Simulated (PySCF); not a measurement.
C₃H₁₁FSi₂, SMILES F[SiH2][SiH2]C(C)C.

Geometry optimised at B3LYP-D3(BJ)/def2-SVP. The structure was generated by enumeration, and PubChem lists no compound with its InChIKey, so it may never have been made. The values are those of a single conformer.

Level of theory: TDA-PBE/def2-SVPD (PySCF).

Vertical excitations. Gas-phase values at a fixed geometry.

Computed UV-visible absorptions:
```
state  energy (eV)  λ (nm)      f                          main pairs
-----  -----------  ------  -----  ----------------------------------
S1            5.48     226  0.030                      HOMO→LUMO 96 %
S2            5.97     208  0.004                    HOMO−1→LUMO 95 %
S3            6.44     193  0.009                    HOMO→LUMO+1 86 %
S4            6.63     187  0.000                    HOMO−2→LUMO 87 %
S5            6.74     184  0.009                    HOMO→LUMO+2 72 %
S6            6.88     180  0.004  HOMO−3→LUMO 81 %, HOMO→LUMO+3 12 %
T1            4.90     253      0                      HOMO→LUMO 97 %
T2            5.61     221      0                    HOMO−1→LUMO 94 %
```
Triplets are in the Tamm–Dancoff approximation.
